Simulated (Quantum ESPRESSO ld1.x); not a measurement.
Input file for ld1.x (Quantum ESPRESSO 7.5):

```
 &input
    zed=46.0,
    iswitch=1,
    rel=1,
    lsd=1,
    dft='SLA-VWN',
    config='[Ne] 3s2 3p1 4s0 3d0',
    verbosity='high',
    prefix='ld1',
    max_out_wfc=37,
    file_charge='ld1.rho',
 /
```

Command: `OMP_NUM_THREADS=1 ld1.x < ld1.in > ld1.out`

Output:

```
     Program LD1 v.7.5 starts

     --------------------------- All-electron run ----------------------------

     scalar relativistic calculation

     atomic number is 46.00
     dft =SLA-VWN   lsd =1 sic =0 latt =0  beta=0.20 tr2=1.0E-14
     Exchange-correlation= SLA-VWN
                           (   1   2   0   0   0   0   0)
     mesh =2055 r(mesh) =  99.81901 a.u. xmin = -8.00 dx = 0.00800
     1 Ry =  13.60569312 eV, c = 137.03599908

     n l     nl                  e(Ry)          e(Ha)          e(eV)
     1 0     1S 1( 1.00)   -1911.115321324    -955.557660662 -26002.0485846
     2 0     2S 1( 1.00)    -389.421062601    -194.710531301  -5298.3434734
     2 1     2P 1( 3.00)    -364.237669238    -182.118834619  -4955.7059515
     3 0     3S 1( 1.00)    -153.232736947     -76.616368474  -2084.8375953
     3 1     3P 1( 1.00)    -145.300160697     -72.650080349  -1976.9093972
     4 0     4S 1( 0.00)     -80.749340487     -40.374670243  -1098.6507465
     3 2     3D 1( 0.00)    -135.469706269     -67.734853134  -1843.1592510
     1 0     1S 2( 1.00)   -1910.954009410    -955.477004705 -25999.8538242
     2 0     2S 2( 1.00)    -389.262373603    -194.631186802  -5296.1843996
     2 1     2P 2( 3.00)    -364.052993472    -182.026496736  -4953.1933097
     3 0     3S 2( 1.00)    -152.653996308     -76.326998154  -2076.9634278
     3 1     3P 2( 0.00)    -144.719741468     -72.359870734  -1969.0123912
     4 0     4S 2( 0.00)     -80.541475597     -40.270737798  -1095.8226006
     3 2     3D 2( 0.00)    -134.963245675     -67.481622838  -1836.2685035

     final scf error:  6.0E-15 reached in  14 iterations

     Etot =   -8345.715665 Ry,   -4172.857833 Ha, -113549.246232 eV
     Total magnetization:    1.00 Bohr mag.

     Ekin =    8711.738321 Ry,    4355.869160 Ha,  118529.238158 eV
     Encl =  -18058.974777 Ry,   -9029.487389 Ha, -245704.868937 eV
     Eh   =    1161.401524 Ry,     580.700762 Ha,   15801.672727 eV
     Exc  =    -159.880732 Ry,     -79.940366 Ha,   -2175.288179 eV

     normalization and overlap integrals

     s(1S/1S) =  1.000000  <r> =   0.0319  <r2> =    0.0014  r(max) =   0.0207
     s(1S/2S) = -0.011153
     s(1S/3S) = -0.005309
     s(1S/4S) = -0.003256
     s(2S/2S) =  1.000000  <r> =   0.1364  <r2> =    0.0219  r(max) =   0.1157
     s(2S/3S) = -0.003264
     s(2S/4S) = -0.001883
     s(2P/2P) =  1.000000  <r> =   0.1185  <r2> =    0.0171  r(max) =   0.0925
     s(2P/3P) = -0.002705
     s(3S/3S) =  1.000000  <r> =   0.3317  <r2> =    0.1251  r(max) =   0.3145
     s(3S/4S) = -0.001446
     s(3P/3P) =  1.000000  <r> =   0.3210  <r2> =    0.1187  r(max) =   0.3022
     s(4S/4S) =  1.000000  <r> =   0.6179  <r2> =    0.4295  r(max) =   0.6259
     s(3D/3D) =  1.000000  <r> =   0.2837  <r2> =    0.0927  r(max) =   0.2416
     s(1S/1S) =  1.000000  <r> =   0.0319  <r2> =    0.0014  r(max) =   0.0207
     s(1S/2S) = -0.011155
     s(1S/3S) = -0.005303
     s(1S/4S) = -0.003248
     s(2S/2S) =  1.000000  <r> =   0.1363  <r2> =    0.0218  r(max) =   0.1157
     s(2S/3S) = -0.003261
     s(2S/4S) = -0.001880
     s(2P/2P) =  1.000000  <r> =   0.1185  <r2> =    0.0171  r(max) =   0.0925
     s(2P/3P) = -0.002703
     s(3S/3S) =  1.000000  <r> =   0.3320  <r2> =    0.1253  r(max) =   0.3145
     s(3S/4S) = -0.001442
     s(3P/3P) =  1.000000  <r> =   0.3212  <r2> =    0.1189  r(max) =   0.3022
     s(4S/4S) =  1.000000  <r> =   0.6192  <r2> =    0.4312  r(max) =   0.6259
     s(3D/3D) =  1.000000  <r> =   0.2835  <r2> =    0.0926  r(max) =   0.2396

     ------------------------ End of All-electron run ------------------------
```

Run on one thread of a shared host, so times are rough (Intel(R) Xeon(R) Processor @ 2.60GHz): 0.66 s of CPU time, 0.69 s wall, 14 iterations on 2055 mesh points.
